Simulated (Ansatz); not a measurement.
Stepwise reaction of `F[SiH2][SiH](Cl)Cl` with hydrogen, as a gas-phase model of exchange steps in deposition or etching. ΔE in kJ/mol.

Program: Ansatz. Geometries: PBE0-D4/def2-TZVP. ΔE: electronic, gas phase. CBS: MP2 limit from def2 TZ/QZ plus the TZ coupled-cluster correction, frozen cores. This one scheme is used for every species. DFT in def2-TZVPP. B3LYP here is the variant with VWN-RPA as its local correlation; programs differ in this. Each species was taken in one conformer, which may not be the lowest.

| step | reaction | PBE-D4 | B3LYP-D4 | ωB97M-V | CCSD(T)/CBS |
| --- | --- | --- | --- | --- | --- |
| 1 | `F[SiH2][SiH](Cl)Cl` + H₂ → `F[SiH2][SiH2]Cl` + HCl | 79.8 | 78.3 | 78.6 | 77.5 |

(1) Give the row of step 2, `F[SiH2][SiH2]Cl` + H₂ → `F[SiH2][SiH3]` + HCl. (An estimate is asked.)

(2) By hand: ΔE of the 2 steps together at CCSD(T)/CBS.

Answers

(1) Ansatz gave: 
```json
{"step": "2", "reaction": "`F[SiH2][SiH2]Cl` + H₂ → `F[SiH2][SiH3]` + HCl", "PBE-D4": "68.8", "B3LYP-D4": "69.2", "ωB97M-V": "69.8", "CCSD(T)/CBS": "69.9"}
```

(2) (77.5) + (69.9) = 147.4 kJ/mol, or 73.7 kJ/mol a step.

In ΔE each step is lower than the one before. All are uphill at CCSD(T)/CBS. PBE-D4 differs from CCSD(T)/CBS by -1.1 to 2.3 kJ/mol a step. Isolated molecules leave out the surface, adducts and barriers. Largest T1 diagnostic: 0.012.
